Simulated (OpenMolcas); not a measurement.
**Computed transition rates of neutral mercury**

```json
{"Program": "OpenMolcas 26.06", "Method": "SS-RASPT2, IPEA 0.25 Eh, imaginary shift 0.1 Eh (closed shells correlated: 5d)", "Basis": "ANO-RCC-VTZP [8s7p5d3f1g]", "Scalar Hamiltonian": "DKH2, point nucleus", "Active space": "2 electrons in 9 orbitals (RAS2 6s 6p; RAS3 6d, at most 2 electrons)", "State averaging": "2S+1 = 3 even, 3 roots (0 in the spin-orbit step); 2S+1 = 1 even, 1 root; 2S+1 = 3 odd, 3 roots; 2S+1 = 1 odd, 3 roots", "Spin-orbit coupling": "RASSI with atomic mean-field integrals over the reference wave functions, term energies averaged over their components"}
```

Rates come from the transition moments of the reference wave functions (E1 and E2 in the length form). At fixed line strength A goes as λ^-3 for E1 and M1 and as λ^-5 for E2, so a rate at the computed wavelength can be rescaled to the measured one. Measured vacuum wavelengths follow from level energies in NIST Handbook of Basic Atomic Spectroscopic Data. Branching counts decays inside the model space alone, at computed energies, and the table is only a selection of the E2 and M1 lines, drawn from those between levels with measured partners whose computed energy lies within a factor of 1.5 of the measured one.

```
     Upper       Lower  Type  λ computed (nm)  λ measured (nm)  A computed (s-1)  A rescaled (s-1)  Branching %
6s 6p ³P°₂  6s 6p ³P°₁    M1             2635             2160          7.29e-01          1.32e+00         97.2
6s 6p ³P°₂  6s 6p ³P°₁    E2             2635             2160          6.00e-03          1.62e-02          0.8
6s 6p ³P°₂  6s 6p ³P°₀    E2             1871             1563          1.50e-02          3.69e-02          2.0
```

The largest correction is for 6s 6p ³P°₂ → 6s 6p ³P°₁ (E2): 6.00e-03 × (2635 / 2160)^5 = 1.62e-02 s-1, a factor of 2.70.

No measured rate stands beside these. Rescaling mends the energy factor alone: line strengths can still be far off where a level mixes with configurations outside the active space, and weak or spin-changing lines hang on small mixing coefficients that depend on the term gaps too, so rescaling need not improve them.

Some high roots are left out of the spin-orbit mixing, which shifts the levels that they would mix with. Active for correlation alone: 6d; no level in the range computed is led by a configuration that fills it, so any true level of that kind is missing. Spin-orbit splittings of 6p shells tend to come out small when the coupling is added on scalar orbitals. Computed and measured levels are paired by configuration, term and J; levels that our copy of the source lacks, or whose pairing is in doubt (as where it misses far off the trend of its configuration), stay unpaired. Only configurations of the active space appear.

° marks odd parity.
